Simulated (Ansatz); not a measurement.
A nudged elastic band was laid between two geometries of Cl5H4SiTa (11 atoms, charge 0, multiplicity 1).

All numbers below come from RKS PBE/def2-SVP in Ansatz.

| Item | Value |
| --- | --- |
| movable images | 5 |
| climbing image | yes |
| spring | 5.0 eV/Å² |
| optimiser | quadratic models (default) |
| start path | through a guess of the saddle point |
| force threshold | 0.03 eV/Å |
| iteration limit | 60 |
| end points | relaxed |

Initial state:

```xyz
11
Properties=species:S:1:pos:R:3
Ta 0.034 0.304 0.099
Cl 2.231 1.093 -0.085
Cl 0.130 0.794 2.391
Cl 0.360 -0.849 -1.918
Cl -1.153 2.095 -0.649
Cl -1.677 -1.234 0.596
Si 1.337 -2.821 1.402
H 0.663 -3.735 0.429
H 2.788 -3.164 1.570
H 0.629 -2.760 2.719
H 1.337 -1.415 0.804
```

Final state:

```xyz
11
Properties=species:S:1:pos:R:3
Ta -0.691 -0.490 0.384
Cl 3.397 0.252 0.238
Cl -1.272 -0.343 2.631
Cl 0.433 -1.090 -1.595
Cl -0.209 1.748 0.176
Cl -2.649 -1.508 -0.253
Si 1.052 -2.206 1.457
H 0.123 -3.353 1.793
H 2.115 -2.734 0.536
H 1.664 -1.705 2.735
H 2.716 -0.264 -0.746
```

(1) What changes between the two ends?

(2) Give the energies along the band, and the barrier.

(3) What is the geometry of the highest image?

## Answers

(1) Bonds broken: Ta1–Cl2, Ta1–H11, Si7–H11. Bonds formed: Ta1–Si7, Cl2–H11. Cl5H4SiTa becomes Cl4H3SiTa + ClH.

(2) It converged. The highest image is number 2 of 0 to 6, 165.2 kJ/mol above the first end and 43.3 kJ/mol above the last; the last end lies 121.9 kJ/mol above the first. Neighbouring images differ by up to 1.4 eV, so the band resolves the path poorly. A vibrational analysis at the climbing image gives one clearly imaginary mode, 1044i cm⁻¹: a first-order saddle point. The orbitals stay closed-shell, which can raise the energy where a bond breaks towards radicals; this wasn't checked here.

```json
{"image": "0", "path coordinate (Å)": "0.00", "energy (kJ/mol)": "0.0", "Ta1–Cl2 (Å)": "2.34", "Ta1–H11 (Å)": "2.27", "Si7–H11 (Å)": "1.53"}
{"image": "1", "path coordinate (Å)": "0.81", "energy (kJ/mol)": "34.8", "Ta1–Cl2 (Å)": "2.36", "Ta1–H11 (Å)": "2.12", "Si7–H11 (Å)": "1.52"}
{"image": "2", "path coordinate (Å)": "1.62", "energy (kJ/mol)": "165.2", "Ta1–Cl2 (Å)": "2.38", "Ta1–H11 (Å)": "2.58", "Si7–H11 (Å)": "1.56"}
{"image": "3", "path coordinate (Å)": "3.34", "energy (kJ/mol)": "135.0", "Ta1–Cl2 (Å)": "2.36", "Ta1–H11 (Å)": "3.46", "Si7–H11 (Å)": "1.87"}
{"image": "4", "path coordinate (Å)": "5.05", "energy (kJ/mol)": "133.2", "Ta1–Cl2 (Å)": "2.84", "Ta1–H11 (Å)": "3.07", "Si7–H11 (Å)": "2.27"}
{"image": "5", "path coordinate (Å)": "6.77", "energy (kJ/mol)": "125.1", "Ta1–Cl2 (Å)": "3.95", "Ta1–H11 (Å)": "3.92", "Si7–H11 (Å)": "2.87"}
{"image": "6", "path coordinate (Å)": "8.48", "energy (kJ/mol)": "121.9", "Ta1–Cl2 (Å)": "4.16", "Ta1–H11 (Å)": "3.60", "Si7–H11 (Å)": "3.38"}
```

(3) 
```xyz
11
Properties=species:S:1:pos:R:3
Ta -0.005 0.032 0.183
Cl 2.266 0.756 0.119
Cl -0.038 0.586 2.471
Cl 0.386 -1.115 -1.835
Cl -0.994 1.938 -0.668
Cl -1.978 -1.240 0.490
Si 0.890 -2.482 1.252
H 0.927 -3.659 0.337
H 2.524 -2.361 1.356
H 0.706 -2.729 2.712
H 1.995 -1.420 0.940
```

Time of the run: 9 min on 4 threads of Arm Neoverse V2 (shared host), peak memory 0.3 GiB.
